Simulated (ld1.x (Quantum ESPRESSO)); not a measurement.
zirconium (Zr), TM: configuration errors across variants

- Element: Zr
- Generator: ld1.x (Quantum ESPRESSO) 7.5
- Type: norm-conserving Troullier–Martins (Kleinman–Bylander form)
- Functional: LDA (PZ)
- Relativity: fully relativistic
- Frozen core: [Kr]
- Valence charge: 4
- Reference configuration: 4d2 5s1 5p1
- Partial waves: 5p (bound): rc 3.85 bohr; 4d (bound): rc 2.80 bohr; 5s (bound): rc 2.80 bohr
- Local potential: the s channel
- Core correction: Bessel-smoothed model core inside 1.95 bohr

Open shells are filled in proportion to 2j + 1 (rel_dist='average').

All-electron excitation energies from the reference (eV): (1) 4d2 5s2 5p0 -3.115; (2) 4d2 5s1 5p0 4.237; (3) 4d2 5s0 5p0 17.478; (4) 4d2 5s0 5p2 3.275; (5) 4d1 5s2 5p1 -0.054; (6) 4d1 5s2 5p0 4.706; (7) 4d2 5s0 5p1 8.046.

4 further variants failed, have other tests or another functional or relativity, and are left out.

Errors AE − PS in meV (a dash: test not solved or not reliable):

| change | (1) | (2) | (3) | (4) | (5) | (6) | (7) | bound ghosts |
| --- | --- | --- | --- | --- | --- | --- | --- | --- |
| base | -3.0 | -2.0 | -20 | -4.0 | -103 | -68 | -3.2 | none |
| wave 4d (bound): rc 2.80 bohr becomes 4d (bound): rc 2.88 bohr | -3.0 | -2.0 | -20 | -4.1 | -98 | -64 | -3.2 | none |
| core correction Bessel-smoothed model core inside 3.24 bohr | -1.9 | -1.3 | -9.9 | -2.6 | -30 | -2.0 | -0.2 | none |
| wave 5s (bound): rc 2.80 bohr becomes 5s (bound): rc 2.48 bohr | -2.9 | -2.1 | -17 | -4.6 | -74 | -28 | -3.0 | none |
| wave 5p (bound): rc 3.85 bohr becomes 5p (bound): rc 2.92 bohr | -1.7 | -1.1 | -22 | -1.7 | -99 | -84 | -1.7 | none |

Problem. Give the same row for: all radii but the core radius scaled by about 1.23 (s 3.44, p 4.72, d 3.44 bohr).

Solution. -1.2, -3.0, -31, -1.8, -31, -8.8, -0.8; bound ghosts: none.
